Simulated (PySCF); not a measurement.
**Electron correlation in Pr(28+) (praseodymium, charge +28)**

Starting occupation: [Ar] 3d10 4s2 4p1, 4p1/2 with m_j = +1/2. All numbers are calculated (PySCF 2.14, X2C-1e with screened-nucleus spin-orbit coupling, Gaussian nucleus, in an even-tempered Gaussian basis (17 s from 2.4 bohr⁻², ratio 2.8; 13 p from 3.1 bohr⁻², ratio 2.8; 8 d from 5.6 bohr⁻², ratio 2.8; 4 f from 14 bohr⁻², ratio 3)). Frozen: [Ne]; 21 electrons correlated; the 74 highest virtual spinors left out.

MP2 pair energies summed by pair of shells (mhartree):

```json
{"pair": "3d3/2-3d5/2", "energy": "-184.96", "share (%)": "22.1"}
{"pair": "3d5/2-3d5/2", "energy": "-130.83", "share (%)": "15.6"}
{"pair": "3d5/2-3p3/2", "energy": "-64.11", "share (%)": "7.6"}
{"pair": "3d3/2-3d3/2", "energy": "-55.79", "share (%)": "6.7"}
{"pair": "3d5/2-4s1/2", "energy": "-44.63", "share (%)": "5.3"}
{"pair": "3d3/2-3p3/2", "energy": "-43.39", "share (%)": "5.2"}
{"pair": "4s1/2-4s1/2", "energy": "-34.46", "share (%)": "4.1"}
{"pair": "4p1/2-4s1/2", "energy": "-29.85", "share (%)": "3.6"}
{"pair": "3d5/2-3p1/2", "energy": "-28.64", "share (%)": "3.4"}
{"pair": "3d3/2-4s1/2", "energy": "-28.56", "share (%)": "3.4"}
{"pair": "3p3/2-3p3/2", "energy": "-23.89", "share (%)": "2.9"}
{"pair": "3p1/2-3p3/2", "energy": "-22.37", "share (%)": "2.7"}
{"pair": "3d5/2-3s1/2", "energy": "-22.16", "share (%)": "2.6"}
{"pair": "3d3/2-3p1/2", "energy": "-18.64", "share (%)": "2.2"}
{"pair": "3d5/2-4p1/2", "energy": "-18.19", "share (%)": "2.2"}
{"pair": "3p3/2-4s1/2", "energy": "-14.87", "share (%)": "1.8"}
{"pair": "3d3/2-3s1/2", "energy": "-14.80", "share (%)": "1.8"}
{"pair": "3d3/2-4p1/2", "energy": "-11.72", "share (%)": "1.4"}
{"pair": "3p3/2-3s1/2", "energy": "-11.25", "share (%)": "1.3"}
{"pair": "3p3/2-4p1/2", "energy": "-7.44", "share (%)": "0.9"}
{"pair": "3p1/2-4s1/2", "energy": "-5.82", "share (%)": "0.7"}
{"pair": "3p1/2-3s1/2", "energy": "-5.49", "share (%)": "0.7"}
{"pair": "3p1/2-3p1/2", "energy": "-5.38", "share (%)": "0.6"}
{"pair": "3s1/2-3s1/2", "energy": "-3.44", "share (%)": "0.4"}
{"pair": "3s1/2-4s1/2", "energy": "-3.29", "share (%)": "0.4"}
{"pair": "3p1/2-4p1/2", "energy": "-2.54", "share (%)": "0.3"}
{"pair": "3s1/2-4p1/2", "energy": "-1.70", "share (%)": "0.2"}
```

Total MP2 correlation energy: -838.20 mhartree.

At this charge the one-electron X2C treatment keeps the bare 1/r₁₂, with no two-electron picture change or Breit term. The effect here is smaller than on the frozen 1s shell.
